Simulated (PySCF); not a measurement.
A structure optimised at B3LYP-D3(BJ)/def2-SVP, used in a PySCF frequency run:

```
Si
H 1 1.4939
H 1 1.4943 2 109.14
C 1 1.8759 2 108.82 3 -121.36
C 4 1.3406 1 123.87 2 -10.57
H 5 1.0959 4 122.08 1 -177.40
H 5 1.0960 6 116.05 4 179.96
H 4 1.0986 5 118.05 6 -0.28
Si 1 2.3548 2 108.74 3 121.04
H 9 1.4954 1 111.19 2 -52.84
H 9 1.4960 10 108.19 1 121.27
Si 9 2.3521 10 110.34 11 119.46
H 12 1.4922 9 109.62 10 -171.81
H 12 1.4934 13 108.74 9 -122.45
H 12 1.4937 13 108.49 14 -117.93
```
Charge 0, spin multiplicity 1.

Write its SMILES and formula.

C=C[SiH2][SiH2][SiH3], C2H10Si3

What are its rotational constants (standard atomic weights)?

2.8427, 1.3948, 1.0204 GHz
